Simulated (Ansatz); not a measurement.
Basis-set extrapolation for AlH7NPSi (`[AlH2][NH]P[SiH3]`) (PBE0-D4/def2-TZVP geometry, frozen core, the Gaussian-basis code of Ansatz). Multiplicity 1, RHF reference.

```tsv
	def2-TZVPP	def2-QZVPP
HF	-930.193859	-930.223207
MP2 correlation	-0.575750	-0.618431
CCSD(T) correlation	-0.659577	not run
```

Energies in hartree. Use E(X) = E(∞) + A·exp(−7.88·√X) for Hartree–Fock and E(X) = E(∞) + B·X^(−2.97) for correlation, with X = 3 and 4, and add CCSD(T) minus MP2 of the smaller set to the MP2 limit.

Problem. What is the CCSD(T) energy at the basis-set limit?

Solution. HF limit: -930.223207 + (-0.029348) × 0.13774 = -930.22725. MP2 limit: -0.618431 + (-0.042681) × 0.74074 = -0.65005. Higher-order term: -0.659577 − (-0.575750) = -0.08383. Total: -930.96113 hartree, 2.93 eV below CCSD(T)/def2-TZVPP.
